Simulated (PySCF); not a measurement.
**`COc1cc[c]([GaH2])s1`, C₅H₇GaOS**

Molfile (atoms numbered from 1):
```
C5H7GaOS
     RDKit          3D

 15 15  0  0  0  0  0  0  0  0999 V2000
   -2.9601    0.4798    0.1150 C   0  0  0  0  0  0  0  0  0  0  0  0
   -2.1995   -0.7035    0.1920 O   0  0  0  0  0  0  0  0  0  0  0  0
   -0.8670   -0.5784    0.1038 C   0  0  0  0  0  0  0  0  0  0  0  0
    0.0246   -1.6121    0.1580 C   0  0  0  0  0  0  0  0  0  0  0  0
    1.3571   -1.1752    0.0374 C   0  0  0  0  0  0  0  0  0  0  0  0
    1.5044    0.1785   -0.1080 C   0  0  0  0  0  0  0  0  0  0  0  0
    3.1481    1.2553   -0.2998 Ga  0  0  0  0  0  3  0  0  0  0  0  0
   -0.0641    0.9513   -0.0949 S   0  0  0  0  0  0  0  0  0  0  0  0
   -2.8095    0.9834   -0.8456 H   0  0  0  0  0  0  0  0  0  0  0  0
   -4.0004    0.1774    0.2149 H   0  0  0  0  0  0  0  0  0  0  0  0
   -2.6940    1.1714    0.9212 H   0  0  0  0  0  0  0  0  0  0  0  0
   -0.2769   -2.6358    0.2793 H   0  0  0  0  0  0  0  0  0  0  0  0
    2.2062   -1.8434    0.0523 H   0  0  0  0  0  0  0  0  0  0  0  0
    4.5455    0.5418   -0.3220 H   0  0  0  0  0  0  0  0  0  0  0  0
    3.0812    2.8174   -0.4254 H   0  0  0  0  0  0  0  0  0  0  0  0
  1  2  1  0
  2  3  1  0
  3  4  2  0
  4  5  1  0
  5  6  2  0
  6  7  1  0
  6  8  1  0
  8  3  1  0
  1  9  1  0
  1 10  1  0
  1 11  1  0
  4 12  1  0
  5 13  1  0
  7 14  1  0
  7 15  1  0
M  END
```

Level of theory: PySCF, GIAO HF/pcSseg-1 magnetisability, rotational g tensor and spin-rotation constants, non-relativistic, gas phase. Geometry: GFN2-xTB.

The calculation is non-relativistic, which matters for the atoms heavier than Zn.

What are the magnetisability and the molar susceptibility?

Isotropic -1611 × 10⁻³⁰ J/T², or -97.0 × 10⁻⁶ cm³/mol; principal values -2170, -1375, -1288 × 10⁻³⁰ J/T², anisotropy 842 × 10⁻³⁰ J/T² (root of half the summed squared differences of the principal values). The susceptibility is in cgs units.

Split it along the inertial axes a, b, c into diamagnetic and paramagnetic parts about the centre of mass, with the quadrupole moment.


| axis | χ (10⁻⁶ cm³/mol) | diamagnetic (10⁻⁶ cm³/mol) | paramagnetic (10⁻⁶ cm³/mol) | summed x² of all electrons (Å²) | quadrupole Θ (D Å) |
| --- | --- | --- | --- | --- | --- |
| a | -79.4 | -459.5 | 380.0 | 478.3 | +1.19 |
| b | -80.9 | -2095.6 | 2014.7 | 92.7 | +1.00 |
| c | -130.7 | -2422.4 | 2291.7 | 15.6 | -2.19 |

Anisotropies 2χaa − χbb − χcc = +52.8 and 2χbb − χaa − χcc = +48.3 × 10⁻⁶ cm³/mol. Θ is traceless in Buckingham's convention.

And the rotational g tensor?


| axis | rotational constant (GHz) | g | nuclear part | electronic part |
| --- | --- | --- | --- | --- |
| a | 3.7042 | -0.0660 | 0.5953 | -0.6613 |
| b | 0.5608 | -0.0096 | 0.5212 | -0.5308 |
| c | 0.4886 | +0.0035 | 0.5295 | -0.5260 |

Asymmetric top; isotopes 12C, 69Ga, 1H, 16O, 32S; no vibrational averaging.
